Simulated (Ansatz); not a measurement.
`F[SiH](Cl)[GeH2][Cl]` → `[Cl][GeH]` + `F[SiH2]Cl` at 600 K and 1 bar (germylene formation by 1,1-elimination).

Program: Ansatz. Geometries: PBE0-D4/def2-TZVP. ΔE: electronic, gas phase. CCSD(T)/CBS is the MP2 limit (def2-TZVPP, def2-QZVPP) plus CCSD(T) − MP2 in def2-TZVPP, frozen cores. This one scheme is used for every species. For Ge outer-core shells are correlated without core-valence functions, which leaves a few kJ/mol of doubt a bond. Scalar relativity is left out up to krypton. One conformer a species, not always the lowest.

```csv
species,CCSD(T)/CBS energy (Eh),H − E (kJ/mol),S (J/(mol·K))
`F[SiH](Cl)[GeH2][Cl]`,-3386.49998,145.1,482.7
`[Cl][GeH]`,-2536.49422,43.2,296.6
`F[SiH2]Cl`,-849.96195,91.2,329.4
```

H − E and S are ideal-gas, rigid-rotor, harmonic terms from PBE0-D4/def2-TZVP, for one conformer and one mirror image of each species. 1 Eh = 2625.50 kJ/mol, R = 8.31446 J/(mol·K).

**Question.** By hand: ΔE, ΔH, ΔS and ΔG.

**Answer.** ΔE = (-2536.49422) + (-849.96195) − (-3386.49998) = 0.04381 Eh = 115.0 kJ/mol. Δ(H − E) = 43.2 + 91.2 − 145.1 = -10.7, so ΔH = 104.3 kJ/mol. ΔS = 296.6 + 329.4 − 482.7 = 143.3 J/(mol·K). ΔG = 104.3 − 600 × (143.3)/1000 = 18.3 kJ/mol.

**Question.** By hand: the equilibrium constant, and the temperature at which ΔG would vanish if ΔH and ΔS stayed fixed.

**Answer.** log₁₀ K = −ΔG/(RT ln 10) = -1.6. ΔG = 0 at ΔH/ΔS = 728 K.

The number of gas molecules changes by +1, which sets the sign of ΔS. A doubt of 5 kJ/mol in ΔE shifts log₁₀ K by 0.4 here. Other conformers and mirror images would add mixing entropy, several J/(mol·K) or more a flexible species. Modes under 60 cm⁻¹, often nearly free rotors, make the harmonic entropy too high. These are equilibria of isolated gas molecules and say nothing of rates. Largest T1 diagnostic: 0.013 (customary marks: 0.02 for closed shells, 0.045 for open ones).
